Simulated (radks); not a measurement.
The oxygen anion O-, [He] 2s2 2p5, held by a Watson sphere: a shell of charge +1.18 at radius R that stands for the Madelung well of a crystal (potential energy -1.18/R inside, -1.18/r outside, in hartree with lengths in bohr). All-electron calculation, non-relativistic Kohn-Sham, LDA (Slater exchange, Perdew-Wang correlation), spin-polarised, spherical densities, point nucleus; open shells are filled with parallel spins first. Program: a radial shooting solver on a logarithmic mesh with Libxc functionals. Response by self-consistent Sternheimer equations with the Hartree and adiabatic LDA kernel. The sphere does not respond.

| R (bohr) | e(2s down) (eV) | e(2p up) (eV) | e(2p down) (eV) | <r> 2p (bohr) | sum of <r^2> (bohr^2) | X-ray form factor at sin(theta)/lambda = 0.1 1/angstrom | alpha (bohr^3) |
|---|---|---|---|---|---|---|---|
| 1.6 | -25.240 | -12.009 | -10.725 | 1.341 | 14.83 | 8.019 | 7.063 |
| 1.71 | -24.787 | -11.635 | -10.364 | 1.359 | 15.20 | 7.998 | 7.586 |
| 2.14 | -23.194 | -10.264 | -9.028 | 1.423 | 16.50 | 7.929 | 9.891 |
| 2.55 | -21.941 | -9.125 | -7.906 | 1.472 | 17.53 | 7.878 | 12.45 |
| 2.72 | -21.489 | -8.703 | -7.487 | 1.491 | 17.91 | 7.861 | 13.60 |
| 3.12 | -20.556 | -7.815 | -6.603 | 1.528 | 18.71 | 7.827 | 16.49 |
| 3.6 | -19.635 | -6.923 | -5.709 | 1.567 | 19.51 | 7.796 | 20.26 |
| 3.82 | -19.271 | -6.567 | -5.351 | 1.582 | 19.84 | 7.785 | 22.10 |
